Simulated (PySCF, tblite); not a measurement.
Isomers of C5H7F3, one GFN2-xTB conformer each. Single-point energies are computed at PBE0/pcSseg-1 (PySCF, gas phase, no added dispersion term), electronic only.

Question: Rank them by PBE0/pcSseg-1 energy, lowest first (kJ/mol).
A. `[F:1][C@@H:2]1[CH2:3][CH2:4][C:5]([F:6])([F:7])[CH2:8]1` with F1–C2–C3–C4 -84°, C2–C3–C4–C5 -38°, C3–C4–C5–F6 -92°, C4–C5–C8–C2 -8°
B. `[CH3:1][C@@H:2]([F:3])/[CH:4]=[CH:5]/[CH:6]([F:7])[F:8]` with C1–C2–C4–C5 -115°, C4–C5–C6–F7 -120°

Answer: A (0.0), B (95.3).

As drawn, the higher has a C=C bond outside aromatic rings, which the lower lacks. GFN2-xTB itself gives, in the same order: 0.0, 133.9. Both levels put the same isomer lowest.

Q: Which frontier levels, dipoles and rotational constants go with these structures?

A: 
```
              SMILES  HOMO (eV, PBE0/pcSseg-1)  LUMO (eV)  dipole (D)       A, B, C (MHz)
 F[C@@H]1CCC(F)(F)C1                     -9.16       1.21        2.05    3518, 1547, 1423
C[C@@H](F)/C=C/C(F)F                     -8.14      -0.41        2.04  4153, 906.4, 846.8
```

Q: What happens when harmonic zero-point energies from GFN2-xTB frequencies are added?

A: 
```csv
SMILES,ZPE (kJ/mol),electronic (kJ/mol),with ZPE (kJ/mol)
F[C@@H]1CCC(F)(F)C1,299.0,0.0,0.0
C[C@@H](F)/C=C/C(F)F,289.5,95.3,85.9
```

The zero-point energies span 9.5 kJ/mol. The order is unchanged.
